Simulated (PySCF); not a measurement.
## How methods differ on the ionisation energy of I(41+)

I(41+) [Ne] 3s2 → I(42+) [Ne] 3s1 [3s1/2^1, M_J = 1/2], as a difference of total energies. All numbers are calculated (PySCF 2.14, the two-component X2C-1e Hamiltonian, in an uncontracted even-tempered set (18 s from 8.9 bohr⁻², ratio 2.4; 14 p from 12 bohr⁻², ratio 2.4; 4 d from 38 bohr⁻², ratio 2.6; 4 f from 58 bohr⁻², ratio 2.6)). Correlated levels: 1s2 frozen; the 54 highest virtual spinors dropped. "Screened" scales the spin-orbit matrix elements by Boettger's factors to mimic the two-electron term; Breit and QED terms are absent.

```csv
method,ionisation energy (eV)
GHF (spin-free),3097.8
GHF (screened spin-orbit),3097.7
GMP2 (screened spin-orbit),3101.2
```

Problem. How much does correlation contribute at GMP2 (screened spin-orbit)?

Solution. 3101.2 − (3097.7) = 3.5 eV, measured against GHF (screened spin-orbit).

Breit and QED terms and the two-electron picture change are absent.

For comparison: 3096 ± 4 eV (theoretical estimate listed by NIST; NIST Atomic Spectra Database, ionization energies).
